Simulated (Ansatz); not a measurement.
C2H5Al2N, SMILES `N[C]1=[C]([AlH2])[AlH]1`, relaxed with RKS PBE-D4/def2-SVP in the Gaussian-basis code of Ansatz from a rough embedded geometry. The force threshold is 0.03 eV/Å; the program also tests the step.

Total charge 0; spin multiplicity 1.

Start:

```xyz
10

N     1.807   -0.495    0.992
C     0.904    0.086    0.157
C    -0.450    0.183   -0.249
Al   -2.290   -0.456   -0.124
Al    0.660    1.267   -1.220
H     1.548   -1.207    1.753
H     2.857   -0.238    0.965
H    -3.439    0.127   -1.027
H    -2.658   -1.571    1.074
H     1.062    2.303   -2.321
```

Problem. How much energy does the relaxation release, and in how many steps? (Best estimate.)

Solution. Computed: 55.98 kJ/mol, in 8 steps.

Problem. Which bonds change most? (An estimate is asked.)

Solution. Ansatz gave: C2–Al5 from 1.830 to 1.898 Å; N1–H7 from 1.081 to 1.019 Å; Al4–H9 from 1.677 to 1.615 Å; C3–Al5 from 1.830 to 1.882 Å.

Problem. Give the relaxed structure. (Best estimate.)

Solution. Computed: 
```xyz
10

N     1.520   -0.531    0.991
C     0.978    0.214    0.014
C    -0.372    0.297   -0.419
Al   -2.052   -0.519    0.055
Al    0.745    1.435   -1.419
H     0.949   -1.167    1.559
H     2.518   -0.492    1.195
H    -3.392   -0.097   -0.719
H    -2.170   -1.633    1.218
H     1.277    2.492   -2.475
```
